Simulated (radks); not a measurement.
Results of a calculation; reference values are marked as such.
Question: Species: Bi8+. Configuration: [Xe] 4f14 5d5 6s2 (not the ground configuration). Code: a radial shooting solver on a logarithmic mesh with Libxc functionals. Model: Dirac Kohn-Sham, PBE, spin-unpolarised, spherical densities, point nucleus; open shells fill j = l - 1/2 first.

Spin-orbit splittings of the eigenvalues, e(l+1/2) - e(l-1/2), with zeta = 2 splitting/(2l+1) and mean radii in bohr:

| shell | occ. | splitting (eV) | zeta (eV) | <r> j=l-1/2 | <r> j=l+1/2 |
|---|---|---|---|---|---|
| 2p | 6 | 2320 | 1547 | 0.05388 | 0.06293 |
| 3p | 6 | 519.7 | 346.4 | 0.1615 | 0.1780 |
| 3d | 10 | ? | ? | 0.1545 | 0.1595 |
| 4p | 6 | 128.2 | 85.48 | 0.3775 | 0.4121 |
| 4d | 10 | 23.96 | 9.583 | 0.4155 | 0.4265 |
| 4f | 14 | 5.537 | 1.582 | 0.4356 | 0.4415 |
| 5p | 6 | 26.62 | 17.75 | 0.8613 | 0.9371 |
| 5d | 5 | 3.917 | 1.567 | 1.078 | 1.104 |

Estimate the 3d splitting.

Answer: 110.2 eV (zeta = 44.06 eV).
